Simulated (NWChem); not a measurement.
System: AlNH$_{2}$Br$_{2}$; SMILES [NH2][Al]([Br])[Br]

Output (shortened):

```
             Northwest Computational Chemistry Package (NWChem) 7.3.0
             --------------------------------------------------------

                             Geometry "geometry" -> ""
                             -------------------------

 Output coordinates in angstroms (scale by  1.889725989 to convert to a.u.)

  No.       Tag          Charge          X              Y              Z
 ---- ---------------- ---------- -------------- -------------- --------------
    1 Al                  13.0000     0.00000000     0.00000000     0.65882600
    2 Br                  35.0000    -1.96411100     0.00000000    -0.45824100
    3 Br                  35.0000     1.96411100     0.00000000    -0.45824100
    4 N                    7.0000     0.00000000     0.00000000     2.42660600
    5 H                    1.0000     0.84226100     0.00000000     3.00569900
    6 H                    1.0000    -0.84226100     0.00000000     3.00569900

 Effective nuclear repulsion energy (a.u.)     511.2401779029

                              NWChem Property Module
                              ----------------------

                                 NWChem DFT Module
                                 -----------------

 Summary of "ao basis" -> "ao basis" (spherical)
 ------------------------------------------------------------------------------
       Tag                 Description            Shells   Functions and Types
 ---------------- ------------------------------  ------  ---------------------
 Al                        def2-svpd                10       24   5s3p2d
 Br                        def2-svpd                15       41   6s5p4d
 N                         def2-svpd                 8       20   4s2p2d
 H                         def2-svpd                 4        8   2s2p

            General Information
            -------------------
          SCF calculation type: DFT
          Wavefunction type:  closed shell.
          No. of atoms     :     6
          No. of electrons :    92
           Alpha electrons :    46
            Beta electrons :    46
          Charge           :     0
          Spin multiplicity:     1
          Use of symmetry is: off; symmetry adaption is: off
          Maximum number of iterations: 150
          AO basis - number of functions:   142
                     number of shells:    56
          Convergence on energy requested:  1.00D-06
          Convergence on density requested:  1.00D-05
          Convergence on gradient requested:  5.00D-04

              XC Information
              --------------
                         B3LYP Method XC Potential
                     Hartree-Fock (Exact) Exchange  0.200
                        Slater Exchange Functional  0.800 local
                    Becke 1988 Exchange Functional  0.720 non-local
              Lee-Yang-Parr Correlation Functional  0.810
                  VWN I RPA Correlation Functional  0.190 local

             Grid Information
             ----------------
          Grid used for XC integration:  medium
          Radial quadrature: Mura-Knowles
          Angular quadrature: Lebedev.
          Tag              B.-S. Rad. Rad. Pts. Rad. Cut. Ang. Pts.
          ---              ---------- --------- --------- ---------
          Al                  1.25       88          12.0       590
          Br                  1.15      112          14.0       590
          N                   0.65       49          12.0       434
          H                   0.35       45          14.0       434
          Grid pruning is: on
          Number of quadrature shells:   451
          Spatial weights used:  Erf1

      Superposition of Atomic Density Guess
      -------------------------------------

 Sum of atomic energies:       -5441.21133271

      Non-variational initial energy
      ------------------------------

 Total energy =   -5442.240604
 1-e energy   =   -8594.277471
 2-e energy   =    2640.796689
 HOMO         =      -0.363030
 LUMO         =      -0.029149

   convergence    iter        energy       DeltaE   RMS-Dens  Diis-err
 ---------------- ----- ----------------- --------- --------- ---------
 d= 0,ls=0.0,diis     1  -5446.1598135569 -5.96D+03  1.50D-02  6.65D-01
 d= 0,ls=0.0,diis     2  -5446.1364705135  2.33D-02  7.23D-03  7.66D-01
 d= 0,ls=0.0,diis     3  -5446.2184672139 -8.20D-02  1.40D-03  6.29D-02
 d= 0,ls=0.0,diis     4  -5446.2250341551 -6.57D-03  6.16D-04  7.51D-03
 d= 0,ls=0.0,diis     5  -5446.2258108203 -7.77D-04  1.68D-04  2.86D-04
  Resetting Diis
 d= 0,ls=0.0,diis     6  -5446.2258570862 -4.63D-05  2.59D-05  2.64D-06
 d= 0,ls=0.0,diis     7  -5446.2258574970 -4.11D-07  9.58D-06  1.54D-07

         Total DFT energy =    -5446.225857496959
      One electron energy =    -8597.038764775245
           Coulomb energy =     2848.689622275161
    Exchange-Corr. energy =     -209.116892899729
 Nuclear repulsion energy =      511.240177902854

 Numeric. integr. density =       91.999998352627

                       DFT Final Molecular Orbital Analysis
                       ------------------------------------

[...]

 DFT Linear Response polarizability / au
 Frequency  =       0.0773000 / au
 Wavelength =     589.4353558 / nm
              X              Y              Z
 -----------------------------------------------
 X      95.0099556     -0.0000000     -0.0000001
 Y      -0.0000000     64.2029421      0.0000000
 Z      -0.0000001      0.0000000     81.8792752
 -----------------------------------------------
 Eigenvalues =      95.0099556     64.2029421     81.8792752
 Isotropic   =      80.3640576
 Anisotropic =      26.7762917
 -----------------------------------------------

 Magnetic Dipole Response Matrix (nonzero elements):

 Exiting AOResponse driver routine
```

Level: B3LYP/def2-SVPD. Coordinates come from a PBE-D3(BJ)/def2-SVP optimisation.

Q: Reconstruct the input file.

A: One answer among several that fit: the input that was run:
```
start job
memory heap 200 mb stack 900 mb global 1100 mb
geometry units angstroms noautosym nocenter noautoz
  Al     0.000000     0.000000     0.658826
  Br    -1.964111     0.000000    -0.458241
  Br     1.964111     0.000000    -0.458241
  N      0.000000     0.000000     2.426606
  H      0.842261     0.000000     3.005699
  H     -0.842261     0.000000     3.005699
end
basis spherical
  Al library def2-svpd
  Br library def2-svpd
  N library def2-svpd
  H library def2-svpd
end
dft
  xc b3lyp
  iterations 150
end
property
  response 1 0.0773
end
task dft property
```
